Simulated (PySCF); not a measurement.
Worked example: entropy of an ideal gas

InHF2, SMILES [F][InH][F].

Geometry: PBE-D3(BJ)/def2-TZVP. The def2 effective core potentials stand for the cores of In; spin–orbit coupling is left out.

PBE-D3(BJ)/def2-TZVP run with PySCF gives the harmonic wavenumbers 144, 370, 384, 575, 576, 1859 cm⁻¹ and the rotational temperatures 0.5631, 0.2585, 0.1772 K. The molar mass is 153.82 g/mol, the symmetry number 2, the spin multiplicity 1.

Task: Work out the entropy at 298.15 K and 1 atm in the rigid-rotor, harmonic-oscillator model.

Result: 
Translation (Sackur–Tetrode at 1 atm): S = R[1.5 ln M + 2.5 ln T − 1.16487] = 171.6 J/(mol K).
Rotation: q = (√π/σ) T^1.5/√(θA θB θC) = 28400, S = R[ln q + 3/2] = 97.7 J/(mol K).
Vibration: with u = 1.4388 ν/T, each mode gives R[u/(e^u − 1) − ln(1 − e^−u)]:
```
ν (cm⁻¹)  modes     u  S (J/(mol K))
--------  -----  ----  -------------
144           1  0.69          11.51
370           1  1.79           4.52
384           1  1.85           4.28
575           1  2.77           2.07
576           1  2.78           2.06
1859          1  8.97           0.01
```
These are all the modes. Sum 24.4 J/(mol K).
Spin: R ln 1 = 0.0 J/(mol K).
Total 293.7 J/(mol K); the program's own thermochemistry gives 293.7. Translation makes up 58 % and vibration 8 %. Anharmonicity, hindered rotation and orbital degeneracy are left out.
